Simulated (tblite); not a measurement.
Problem. Write a Z-matrix for `CC[C@H](C)C(F)(F)C(=O)Cl` as optimised with GFN2-xTB.

Solution. 
Z-matrix in Å and degrees, rows numbered from 1:
```
C 
C   1  1.5245
C   2  1.5345  1  114.06
C   3  1.5279  2  110.85  1  -169.35
C   3  1.5412  2  112.22  1    67.58
F   5  1.3555  3  111.16  2   -73.58
F   5  1.3638  3  110.15  2   171.25
C   5  1.5353  3  112.33  2    51.54
O   8  1.1848  5  124.49  3    70.80
Cl  8  1.7413  5  113.49  3  -108.22
H   1  1.0875  2  110.39  3    55.97
H   1  1.0870  2  109.75  3   175.40
H   1  1.0856  2  111.72  3   -64.66
H   2  1.0919  1  108.60  3  -119.41
H   2  1.0925  1  110.02  3   123.44
H   3  1.0963  2  109.19  1   -48.92
H   4  1.0867  3  109.44  2    59.32
H   4  1.0871  3  110.72  2   -60.50
H   4  1.0868  3  110.91  2   179.00
```

Of the pairs four or more bonds apart, C8···H15 is among the closest relative to their van der Waals radii: 2.57 Å, 89 % of the sum of Bondi's values.

The geometry is computed with GFN2-xTB (gas phase).

Point group: C1 (no symmetry element, even within 0.4 Å). Its GFN2-xTB frequencies are all real (lowest 40 cm⁻¹). The numbers are those of one conformer (C1–C2–C3–C4 -169°, C2–C3–C5–F6 -74°, C3–C5–C8–O9 71°). 3 starts were optimised and ended at 0.00, 0.21 and 0.38 kcal/mol (GFN2-xTB); the lowest of these is shown.

Hardware: one thread, Arm Neoverse V1 (aarch64), on a shared host. Cost: 1.1 s wall. This is the geometry optimisation.
